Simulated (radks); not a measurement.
Values are calculated unless marked as measured or tabulated.
Charge is removed step by step from the 2p down level of the cerium ion Ce+, starting from [He] 2s2 2p(up 3, down 3) 3s2 3p6 3d10 4s2 4p6 4d10 4f1 5s2 5p6 5d2. Level of theory: scalar-relativistic Kohn-Sham, PBE, spin-polarised, spherical densities, finite nucleus; open shells are filled with parallel spins first (spin-orbit coupling, left out, can overturn this in heavy ions); Fermi nuclear charge, rms radius 4.8771 fm (a radial shooting solver on a logarithmic mesh with Libxc functionals).

removed (e)  E - E(0) (eV)  eigenvalue (eV)  E minus straight line (eV)
0                    0.000          -5778.2                       0.000
0.25                1447.9          -5819.2                     -15.449
0.5                 2906.0          -5860.4                     -20.628
0.75                4374.4          -5901.8                     -15.490
1                   5853.2          -5943.3                       0.000

Removing the whole electron costs 5853.2 eV by Delta-SCF, against 5778.2 eV from minus the eigenvalue at the starting occupation. Slater's transition state (half an electron removed) gives 5860.4 eV. Integrating minus the eigenvalue over the occupation (Janak's theorem) gives 5860.5 eV. In this scalar-relativistic scheme the density is built from large components alone, so the theorem holds only approximately. The mean slope of the eigenvalue, de/dn, is 165 eV per electron.
